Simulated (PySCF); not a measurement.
PbI2, SMILES [Pb]([I])[I] (connectivity only; charge and spin as stated), neutral, multiplicity 1.

Coordinates come from a B3LYP-D3(BJ)/def2-SVP optimisation. The isomer is the one that the SMILES or the coordinates give; other isomers of the formula were not compared. The def2 effective core potentials stand for the cores of I, Pb; spin–orbit coupling is left out.

The numbers are results of TDA-PBE/def2-SVPD in PySCF, not measurements.

Vertical excitations. The molecule is in vacuum. State labels are in the subgroup C2v.

Computed lowest excited states:
| state | symmetry | energy (eV) | λ (nm) | f | main pairs |
|---|---|---|---|---|---|
| S1 | A2 | 2.26 | 548 | 0.000 | HOMO→LUMO 100 % |
| S2 | B1 | 2.45 | 506 | 0.000 | HOMO−1→LUMO 99 % |
| S3 | B2 | 2.90 | 427 | 0.046 | HOMO−2→LUMO 87 % |
| S4 | B1 | 3.40 | 365 | 0.004 | HOMO−4→LUMO 98 % |
| S5 | A1 | 3.41 | 363 | 0.013 | HOMO−3→LUMO 88 % |
| S6 | A2 | 3.93 | 315 | 0.000 | HOMO−5→LUMO 99 % |
| S7 | A1 | 3.95 | 314 | 0.011 | HOMO−1→LUMO+1 93 % |
| S8 | B2 | 3.95 | 314 | 0.039 | HOMO→LUMO+1 83 % |
| S9 | A2 | 3.98 | 312 | 0.000 | HOMO−2→LUMO+1 99 % |
| S10 | A1 | 4.25 | 292 | 0.010 | HOMO→LUMO+2 95 % |
| T1 | A2 | 2.16 | 574 | 0 | HOMO→LUMO 100 % |
| T2 | B1 | 2.25 | 552 | 0 | HOMO−1→LUMO 99 % |
| T3 | B2 | 2.33 | 532 | 0 | HOMO−2→LUMO 100 % |
| T4 | A1 | 2.59 | 478 | 0 | HOMO−3→LUMO 100 % |
Triplets are in the Tamm–Dancoff approximation.
